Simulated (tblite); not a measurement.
Isomers of C6H9NO. Computed with GFN2-xTB (tblite): harmonic, unscaled wavenumbers at the GFN2-xTB geometry, gas phase. This tight-binding method is rough: wavenumbers can miss measured ones by several per cent, in bad cases by 10 to 20. One conformer each.

Electronic energies: GFN2-xTB at the same geometries; isomer energies are rough at this level and their order can be wrong.

```json
{"SMILES": "CC#CCNC(C)=O", "electronic energy, lowest = 0 (kJ/mol)": "108.7"}
{"SMILES": "CN(C)c1ccco1", "electronic energy, lowest = 0 (kJ/mol)": "0.0"}
{"SMILES": "[H]/N=C/C1(C=O)CCC1", "electronic energy, lowest = 0 (kJ/mol)": "159.3"}
```

Problem. How do GFN2-xTB zero-point energies change the relative energies?

Solution. 
```csv
SMILES,ZPE (kJ/mol),of it from modes above 1550 cm⁻¹,electronic (kJ/mol),"with ZPE, lowest = 0 (kJ/mol)",lowest mode (cm⁻¹),rings
CN(C)c1ccco1,365.2,173.7,0.0,0.0,53,1
CC#CCNC(C)=O,357.0,189.0,108.7,100.5,21,0
[H]/N=C/C1(C=O)CCC1,362.9,182.9,159.3,157.0,47,1
```

The zero-point energies span 8.2 kJ/mol, from `CC#CCNC(C)=O` to `CN(C)c1ccco1`. The order is unchanged.
